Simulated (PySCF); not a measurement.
**Spectroscopy problems**

- shielding tensors at PBE0/pcSseg-1 (GIAO)
- structure optimised with GFN2-xTB
- code: PySCF
- one averaged value for each set of equivalent atoms, single conformer, non-relativistic Hamiltonian, no solvent model

δ = σ(ref) − σ, references computed at the same level: ¹H (σ = 31.72 ppm) and ¹³C (σ = 186.93 ppm) vs TMS. Where no couplings were computed, multiplicities follow the n + 1 count of equivalent neighbours, and m marks all less simple cases (inequivalent or close neighbours, rings, F or P nearby). Shifts are as computed. Against solution values, carbons near 30 ppm lie about +3 ppm off and those near 130 ppm about +5 ppm; carbons on Cl a further +6 ppm. Of 1211 compounds with measured shifts, 218 miss one by over three times the rms of a fit or turn the order of signals round; such compounds aren't used in these exercises. Carbons bonded to Cl come out too deshielded.

(1) C₈H₉ClOSi. ¹H NMR (400 MHz, computed): δ 8.57 (s, 1H), 8.47 (s, 1H), 7.96 (s, 1H), 4.59 (s, 3H), 2.61 (s, 3H). ¹³C{¹H} NMR (computed): δ 177.0 (C), 149.5 (CH), 144.1 (C), 142.5 (CH), 142.3 (CH), 136.7 (C), 135.0 (C), 24.0 (CH3). What is it?

(2) C₉H₉ClO. ¹H NMR (400 MHz, computed): δ 8.57 (d, 2H), 7.60 (d, 2H), 2.72 (q, 2H), 1.25 (t, 3H). ¹³C{¹H} NMR (computed): δ 176.2 (C), 161.2 (C), 140.4 (CH), 133.7 (CH), 133.5 (C), 35.3 (CH2), 21.8 (CH3). Give a structure.

## Answers

(1) `Cc1cc([SiH3])cc(C(=O)Cl)c1`. The formula gives 5 degrees of unsaturation (1 ring in the answer). 8 carbon signals for 8 carbons: no two carbons are equivalent. Carbon types of the structure: 4 × C, 3 × CH, 1 × CH3, leaving 3 H on heteroatoms. δC 177.0: carbonyl carbon. δC 149.5, 142.5, 142.3: aromatic CH. δC 144.1, 136.7, 135.0: substituted aromatic carbon. δH 8.57, 8.47, 7.96: hydrogen on an aromatic CH.

The shifts were computed for this structure.

(2) `InChI=1S/C9H9ClO/c1-2-7-3-5-8(6-4-7)9(10)11/h3-6H,2H2,1H3`. Rings plus π bonds: 5 (1 ring in the answer). 7 carbon signals for 9 carbons: some carbons are equivalent by symmetry or fast rotation. Carbon types of the structure: 3 × C, 4 × CH, 1 × CH2, 1 × CH3, which accounts for all hydrogens. δC 176.2: carbonyl carbon. δC 161.2, 133.5: substituted aromatic carbon. δC 140.4, 133.7: aromatic CH. δH 8.57, 7.60: hydrogen on an aromatic CH.

The data come from this structure; uniqueness wasn't tested.
